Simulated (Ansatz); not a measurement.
Species: H3GaS3, SMILES `[SH][Ga]([SH])[SH]` (charge 0, multiplicity 1), formula H₃GaS₃.

How many basis functions does Ansatz (a quantum-chemistry and plane-wave program) with frozen-core CCSD(T)/cc-pVTZ // PBE0-D3(BJ)/def2-TZVP use, how many core orbitals are frozen, and how many electrons are correlated?

187 basis functions and 24 frozen orbitals, which leaves 34 correlated electrons (filled d shells below the valence shell are correlated). Core time is of the order of minutes.
